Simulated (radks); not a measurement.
Values are calculated unless marked as measured or tabulated.
Excited configurations of Tl59+: one electron is placed in a higher orbital outside [Ar] 3d3. The ground configuration is [Ar] 3d4. Code: a radial shooting solver on a logarithmic mesh with Libxc functionals. Model: Dirac Kohn-Sham, PBE, spin-unpolarised, spherical densities, finite nucleus; open shells fill j = l - 1/2 first; Fermi nuclear charge, rms radius 5.4759 fm. Excitation = E - E(ground); binding = E(ion) - E, where the ion is the core of charge +60; n* = 60/sqrt(2 binding) in atomic units. These energies are relativistic, and a one-electron ion of charge +60 with no core already has n* below n in this formula (Dirac formula, point nucleus: 4p1/2 3.917, 4f5/2 3.986, 5s1/2 4.914, 6s1/2 5.911, 6p1/2 5.911, 7s1/2 6.909, 7p1/2 6.909, 7d3/2 6.962). The quantum defect is therefore taken as that value minus n*, so that it holds no relativistic shift of the bare ion.

| outer orbital | excitation (eV) | binding (eV) | n* | quantum defect | eigenvalue (eV) | <r> (bohr) |
|---|---|---|---|---|---|---|
| 4p1/2 | 2544.4 | 3700.3 | 3.638 | 0.279 | -3664.0 | 0.3156 |
| 4f5/2 | 3065.0 | 3179.7 | 3.925 | 0.061 | -3138.4 | 0.2822 |
| 5s1/2 | 3918.4 | 2326.3 | 4.589 | 0.325 | -2308.1 | 0.5269 |
| 6s1/2 | 4675.0 | 1569.7 | 5.586 | 0.325 | -1557.6 | 0.7803 |
| 6p1/2 | 4703.2 | 1541.5 | 5.637 | 0.274 | -1529.2 | 0.7783 |
| 7s1/2 | 5114.3 | 1130.5 | 6.582 | 0.327 | -1122.0 | 1.084 |
| 7p1/2 | 5131.6 | 1113.1 | 6.633 | 0.276 | -1104.7 | 1.084 |
| 7d3/2 | 5188.2 | 1056.5 | 6.809 | 0.153 | -1048.3 | 1.109 |

The Delta-SCF ionisation energy is 6244.7 eV (NIST Atomic Spectra Database: 6241 eV, theoretical). Self-interaction in the functional shifts the binding energies and quantum defects, so they are the method's values and not measured ones. Spin polarisation and multiplet splitting are left out, so open shells lie too high by an amount that depends on their filling.

Beside tabulated values, note that spin-unpolarised runs miss the spin-polarisation part of the exchange energy of open shells.
